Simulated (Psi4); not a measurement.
CCl3 (SMILES Cl[C](Cl)Cl), doublet, at a GFN2-xTB geometry, with bond 2-1 at 2.0 times its length; SVWN/6-311G** (Psi4 1.11).

Here is a job for Psi4.
```
memory 2 GB

molecule mol {
0 2
C    -0.004950   -0.005289    0.303986
Cl    0.004903    3.357212   -0.317231
Cl    1.451799   -0.836933   -0.026704
Cl   -1.450028   -0.837161   -0.073962
}

set {
  basis 6-311g**
  reference uks
  dft_radial_points 35
}

energy('svwn')
print_variables()
```

Task: Write the output that Psi4 gives for this input, abridged.

Result: 
```
   => Loading Basis Set <=

    Name: 6-311G**
    Role: ORBITAL
    Keyword: BASIS

         ---------------------------------------------------------
                                   SCF
               by Justin Turney, Rob Parrish, Andy Simmonett
                          and Daniel G. A. Smith
                              UKS Reference
         ---------------------------------------------------------

  ==> Geometry <==

    Molecular point group: c1
    Full point group: C1

    Geometry (in Angstrom), charge = 0, multiplicity = 2:

       Center              X                  Y                   Z               Mass
    ------------   -----------------  -----------------  -----------------  -----------------
         C           -0.006438215252    -0.508196949486     0.397783532085    12.000000000000
         CL           0.003414784748     2.854304050514    -0.223433467915    34.968852682000
         CL           1.450310784748    -1.339840949486     0.067093532085    34.968852682000
         CL          -1.451516215252    -1.340068949486     0.019835532085    34.968852682000

  Running in c1 symmetry.

  Rotational constants: A =      0.11311  B =      0.04039  C =      0.02995 [cm^-1]
  Rotational constants: A =   3391.09323  B =   1210.94841  C =    897.89765 [MHz]
  Nuclear repulsion =  200.413064755945754

  Charge       = 0
  Multiplicity = 2
  Electrons    = 57
  Nalpha       = 29
  Nbeta        = 28

  ==> Algorithm <==

  SCF Algorithm Type is DF.
  DIIS enabled.
  MOM disabled.
  Fractional occupation disabled.
  Guess Type is SAD.
  Energy threshold   = 1.00e-06
  Density threshold  = 1.00e-06
  Integral threshold = 1.00e-12

  ==> Primary Basis <==

  Basis Set: 6-311G**
    Blend: 6-311G**
    Number of shells: 44
    Number of basis functions: 96
    Number of Cartesian functions: 100
    Spherical Harmonics?: true
    Max angular momentum: 2

  ==> DFT Potential <==

   => LibXC <=

    Version 7.1.2
    S. Lehtola, C. Steigemann, M. J. T. Oliveira, and M. A. L. Marques,  SoftwareX 7, 1–5 (2018) (10.1016/j.softx.2017.11.002)

   => Composite Functional: SVWN <=

    Slater exchange
    Vosko, Wilk & Nusair (VWN5_RPA)
    P. A. M. Dirac,  Math. Proc. Cambridge Philos. Soc. 26, 376 (1930) (10.1017/S0305004100016108)
    F. Bloch,  Z. Phys. 57, 545 (1929) (10.1007/BF01340281)
    S. H. Vosko, L. Wilk, and M. Nusair,  Can. J. Phys. 58, 1200 (1980) (10.1139/p80-159)

    Deriv               =              1
    GGA                 =          FALSE
    Meta                =          FALSE

    Exchange Hybrid     =          FALSE
    MP2 Hybrid          =          FALSE

   => Exchange Functionals <=

    1.0000         XC_LDA_X

   => Correlation Functionals <=

    1.0000   XC_LDA_C_VWN_RPA

   => LibXC Density Thresholds  <==

    XC_LDA_C_VWN_RPA:  1.00E-15
    XC_LDA_X:  1.00E-15

   => Molecular Quadrature <=

    Radial Scheme          =       TREUTLER
    Pruning Scheme         =           NONE
    Nuclear Scheme         =       TREUTLER

    Blocking Scheme        =         OCTREE
    BS radius alpha        =              1
    Pruning alpha          =              1
    Radial Points          =             35
    Spherical Points       =            302
    Total Points           =          39834
    Total Blocks           =            377
    Max Points             =            248
    Max Functions          =             79
    Weights Tolerance      =       1.00E-15

   => Loading Basis Set <=

    Name: (6-311G** AUX)
    Role: JKFIT
    Keyword: DF_BASIS_SCF

  ==> Integral Setup <==

  SCF_SUBTYPE=INCORE selected. In-core MEM_DF algorithm will be used.
  Using in-core AOs.

  ==> MemDFJK: Density-Fitted J/K Matrices <==

    J tasked:                   Yes
    K tasked:                    No
    wK tasked:                   No
    Algorithm:                 Core
    Schwarz Cutoff:           1E-12
    Mask sparsity (%):      16.4497
    Fitting Condition:        1E-10

   => Auxiliary Basis Set <=

  Basis Set: (6-311G** AUX)
    Blend: CC-PVTZ-JKFIT
    Number of shells: 136
    Number of basis functions: 442
    Number of Cartesian functions: 531
    Spherical Harmonics?: true
    Max angular momentum: 4

  Minimum eigenvalue in the overlap matrix is 1.5001153404E-02.
  Reciprocal condition number of the overlap matrix is 3.7951071015E-03.
    Using symmetric orthogonalization.

  ==> Pre-Iterations <==

  SCF Guess: Superposition of Atomic Densities via on-the-fly atomic UHF (no occupation information).

   -------------------------
    Irrep   Nso     Nmo
   -------------------------
     A         96      96
   -------------------------
    Total      96      96
   -------------------------

  ==> Iterations <==

                           Total Energy        Delta E     RMS |[F,P]|

   @DF-UKS iter SAD: -1414.72395524621152   -1.41472e+03   0.00000e+00
   @DF-UKS iter   1: -1414.68270774481516    4.12475e-02   5.77454e-03 DIIS/ADIIS
   @DF-UKS iter   2: -1406.67599345682697    8.00671e+00   1.89084e-02 DIIS/ADIIS
   @DF-UKS iter   3: -1414.56919760118058   -7.89320e+00   7.51293e-03 DIIS/ADIIS
   @DF-UKS iter   4: -1413.05551059103323    1.51369e+00   1.17560e-02 DIIS/ADIIS
   @DF-UKS iter   5: -1414.69243507332362   -1.63692e+00   5.29405e-03 DIIS/ADIIS
   @DF-UKS iter   6: -1414.86864475801303   -1.76210e-01   2.55701e-03 DIIS/ADIIS
   @DF-UKS iter   7: -1414.85713680562208    1.15080e-02   2.47647e-03 DIIS/ADIIS
   @DF-UKS iter   8: -1414.92901507368992   -7.18783e-02   5.56198e-04 DIIS/ADIIS
   @DF-UKS iter   9: -1414.92738767599349    1.62740e-03   5.11278e-04 DIIS/ADIIS
   @DF-UKS iter  10: -1414.92854376924379   -1.15609e-03   4.56562e-04 DIIS/ADIIS
   @DF-UKS iter  11: -1414.92913600509473   -5.92236e-04   4.22563e-04 DIIS/ADIIS
   @DF-UKS iter  12: -1414.92951627388925   -3.80269e-04   3.67708e-04 DIIS/ADIIS
   @DF-UKS iter  13: -1414.93054442933953   -1.02816e-03   2.02417e-04 DIIS/ADIIS
   @DF-UKS iter  14: -1414.93068602415838   -1.41595e-04   1.56871e-04 DIIS/ADIIS
   @DF-UKS iter  15: -1414.93093320227763   -2.47178e-04   5.54029e-05 DIIS
   @DF-UKS iter  16: -1414.93097497731355   -4.17750e-05   1.41513e-05 DIIS
   @DF-UKS iter  17: -1414.93097815742431   -3.18011e-06   1.75958e-06 DIIS
   @DF-UKS iter  18: -1414.93097714363103    1.01379e-06   7.50597e-06 DIIS
   @DF-UKS iter  19: -1414.93097821216861   -1.06854e-06   8.66332e-07 DIIS
   @DF-UKS iter  20: -1414.93097822540858   -1.32400e-08   3.48753e-07 DIIS
  Energy and wave function converged.

  ==> Post-Iterations <==

   Electrons on quadrature grid:
      Nalpha   =   28.9995289993 ; deviation = -4.710e-04
      Nbeta    =   27.9995285155 ; deviation = -4.715e-04
      Ntotal   =   56.9990575148 ; deviation = -9.425e-04

   @Spin Contamination Metric:   8.569228215E-03
   @S^2 Expected:                7.500000000E-01
   @S^2 Observed:                7.585692282E-01
   @S   Expected:                5.000000000E-01
   @S   Observed:                5.000000000E-01

    Orbital Energies [Eh]
    ---------------------

    Alpha Occupied:

[...]
    Alpha Virtual:

[...]
      96A    215.164519

    Beta Occupied:

[...]
      28A     -0.258600

    Beta Virtual:

[...]
    Final Occupation by Irrep:
              A
    DOCC [    28 ]
    SOCC [     1 ]
    NA   [    29 ]
    NB   [    28 ]

  @DF-UKS Final Energy: -1414.93097822540858

   => Energetics <=

    Nuclear Repulsion Energy =            200.4130647559457543
    One-Electron Energy =               -2354.1380500304585439
    Two-Electron Energy =                 824.8895597757980340
    DFT Exchange-Correlation Energy =     -86.0955527266939100
    Empirical Dispersion Energy =           0.0000000000000000
    VV10 Nonlocal Energy =                  0.0000000000000000
    Total Energy =                      -1414.9309782254085803

  UHF NO Occupations:
  HONO-2 :   27  A 1.9998813
  HONO-1 :   28  A 1.9959680
  HONO-0 :   29  A 1.0000000
  LUNO+0 :   30  A 0.0040320
  LUNO+1 :   31  A 0.0001187
  LUNO+2 :   32  A 0.0000436
  LUNO+3 :   33  A 0.0000361

Computation Completed

Properties will be evaluated at   0.000000,   0.000000,   0.000000 [a0]

Properties computed using the SCF density matrix

 Multipole Moments:

 ------------------------------------------------------------------------------------
     Multipole            Electronic (a.u.)      Nuclear  (a.u.)        Total (a.u.)
 ------------------------------------------------------------------------------------

 L = 1.  Multiply by 2.5417464519 to convert [e a0] to [Debye]
 Dipole X            :          0.0022687           -0.0020225            0.0002462
 Dipole Y            :         -2.2216233           -0.1596462           -2.3812694
 Dipole Z            :         -0.1285742            0.1249607           -0.0036135
 Magnitude           :                                                    2.3812722

 ------------------------------------------------------------------------------------

  Variable Map:
  ----------------------------------------------------------------------------
[...]
  Array Variable Map:
  ----------------------------------------------------------------------------
[...]
[...]
```
